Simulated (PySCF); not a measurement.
# C₆ coefficients of unlike pairs at M06-L

Calculated with PySCF 2.14 from the dipole response of each species, C₆(A,B) = (3/π) ∫ α_A(iu) α_B(iu) du, in atomic units, from isotropic polarisabilities. For ions this is the dispersion term alone; charge-induced terms of lower order in 1/R come first.

```tsv
species	configuration	basis	relativity	α (bohr³)	C₆ (like pair)
Ga	[Ar] 3d10 4s2 4p1 (2P)	aug-cc-pV5Z-PP with ECP10MDF (8s7p6d4f3g2h)	core potential	59.83	510.1
Pt	[Xe] 4f14 5d9 6s1 (3D)	aug-cc-pVDZ-PP with ECP60MDF (5s5p4d2f)	core potential	39.15	345.8
Se⁺	[Ar] 3d10 4s2 4p3 (4S)	def2-QZVPPD (12s8p5d4f1g)	none	13.96	88.13
Kr⁺	[Ar] 3d10 4s2 4p5 (2P)	aug-cc-pVTZ-PP with ECP10MDF (6s5p4d2f)	core potential	10.82	67.69
```

(1) Estimate C₆ for Pt with Ga.

No spin-orbit coupling is included.

The other pairs:

```
    pair     C₆
 Se⁺, Pt  169.6
 Se⁺, Ga  190.1
 Kr⁺, Ga  158.2
Kr⁺, Se⁺  76.74
 Kr⁺, Pt  145.1
```

Results:

(1) The integral gives 407.7. The combination rule 2 C_A C_B / (C_A α_B/α_A + C_B α_A/α_B) gives 409.1 and the geometric mean 420.0.
